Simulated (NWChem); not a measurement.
A calculation on H$_{4}$Zr

SMILES: [ZrH4]
```xyz
5

Zr     0.0000     0.0000     0.0000
H      1.5058     0.0000    -1.0648
H     -1.5058     0.0000    -1.0648
H      0.0000     1.5058     1.0648
H      0.0000    -1.5058     1.0648
```
Charge 0, spin multiplicity 1.

Program: NWChem. All single points use one geometry, from PBE0/def2-SVP with def2 effective core potentials on Zr, a minimum by its harmonic frequencies.

Symmetry labels belong to the abelian group C2v used in the runs, with the axes of the coordinates shown; states degenerate in a higher group split over its labels.

Effective core potentials replace the inner electrons of Zr; spin-orbit coupling is left out. B3LYP has NWChem's definition, with VWN1-RPA local correlation. The structure started from a generated list of species.

Question: List the lowest 3 singlet excitations that TD-B3LYP/def2-SVPD with def2 effective core potentials on Zr, VWN1-RPA local correlation gives, with oscillator strengths.

Answer: 
```json
[
 {"state": "1", "symmetry": "a2", "energy (eV)": "3.94", "wavelength (nm)": "314", "f": "0.000"},
 {"state": "2", "symmetry": "b1", "energy (eV)": "3.94", "wavelength (nm)": "314", "f": "0.000"},
 {"state": "3", "symmetry": "b2", "energy (eV)": "3.94", "wavelength (nm)": "314", "f": "0.000"}
]
```
